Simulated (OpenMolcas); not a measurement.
Ta3+ (d2) on a cation site of an ionic host was computed by SS-CASPT2, IPEA 0.25 Eh, imaginary shift 0.1 Eh with the d shell active (OpenMolcas, ANO-RCC-VTZP on the metal). Its lowest spin-free states, and all those of the highest spin:

```json
{"2S+1": "3", "Degeneracy": "1", "E (cm-1)": "0"}
{"2S+1": "1", "Degeneracy": "2", "E (cm-1)": "7860"}
{"2S+1": "1", "Degeneracy": "1", "E (cm-1)": "15770"}
{"2S+1": "3", "Degeneracy": "3", "E (cm-1)": "18710"}
{"2S+1": "3", "Degeneracy": "3", "E (cm-1)": "24440"}
{"2S+1": "1", "Degeneracy": "3", "E (cm-1)": "26380"}
{"2S+1": "1", "Degeneracy": "3", "E (cm-1)": "29980"}
{"2S+1": "3", "Degeneracy": "3", "E (cm-1)": "40200"}
{"2S+1": "1", "Degeneracy": "3", "E (cm-1)": "47340"}
{"2S+1": "1", "Degeneracy": "2", "E (cm-1)": "47880"}
{"2S+1": "1", "Degeneracy": "1", "E (cm-1)": "59220"}
```

Is the site octahedral, tetrahedral or cube-like, axial, or of lower symmetry?

The states with 2S+1 = 3 have orbital degeneracies 1, 3, 3, 3. Threefold states need a cubic site. For d2 at this spin an octahedron puts the threefold T1 below the threefold T2 and a tetrahedron or cube puts the single A2 below the threefold T2, so the site is a tetrahedron or a cube, which this pattern cannot tell apart. The first gap at this spin, 18700 cm-1, is |10Dq| in ligand-field theory. The run had Ta3+ with its 8 nearest fluoride ions at 2.232 Å, on the Ca site of CaF2 (a = 5.46294 Å, distance in the model lattice 2.366 Å). The rest of the host is ab initio model potentials to 7.6 Å and point charges beyond; the distance is set by hand and nothing relaxes, and no local charge compensation is placed. Ligand basis ANO-RCC-VDZP.

Roots that are degenerate in the reference are averaged as groups; the widest CASPT2 spread within a group is 320 cm-1 (the 3-fold group of multiplicity 1 near 30000 cm-1 above the lowest state of its run). Shifts and gaps below about the spread of the groups concerned are not significant. Over all roots computed the reference weight is 0.69; a low but even weight reflects the number of correlated electrons. Ligand-to-metal charge-transfer states are missing. With no ligand orbital active B as a rule stays too high, so bands that hang on it stand too high and its fall with covalency is understated. With one d shell and no ligand orbital active, 10Dq can be off by a tenth or more. No measured value stands beside these numbers; the geometry was set by hand and not optimised.
